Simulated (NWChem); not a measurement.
# MoHS2OF; SMILES [O]=[Mo]([F])(=[S])[SH]

```xyz
6

Mo     0.2670    -0.1047     0.0785
O      0.8130    -0.1468     1.6438
S     -1.2681    -1.5271    -0.1586
F      1.6181    -0.4143    -1.1343
S     -0.6588     2.0033    -0.1559
H     -1.4507     1.6810    -1.2065
```
Atoms are numbered in this order, from 1.

Results from NWChem. Coordinates come from a PBE0/def2-SVP optimisation. def2 effective core potentials on Mo; no spin-orbit coupling. Level M06-L/def2-SVP: energy and gradient on several grids; changes count from the extra-fine grid, which is no exact limit either.

```json
[
 {"grid": "xcoarse", "size of the energy change (μHa)": "20000", "largest change of a gradient component (μHa/bohr)": "8000", "time, medium = 1 (rough)": "about 1"},
 {"grid": "coarse", "size of the energy change (μHa)": "1000", "largest change of a gradient component (μHa/bohr)": "2000", "time, medium = 1 (rough)": "about 1"},
 {"grid": "medium", "size of the energy change (μHa)": "< 10", "largest change of a gradient component (μHa/bohr)": "500", "time, medium = 1 (rough)": "about 1"},
 {"grid": "fine", "size of the energy change (μHa)": "< 10", "largest change of a gradient component (μHa/bohr)": "200", "time, medium = 1 (rough)": "about 1"},
 {"grid": "xfine", "size of the energy change (μHa)": "< 10", "largest change of a gradient component (μHa/bohr)": "< 30", "time, medium = 1 (rough)": "2"}
]
```
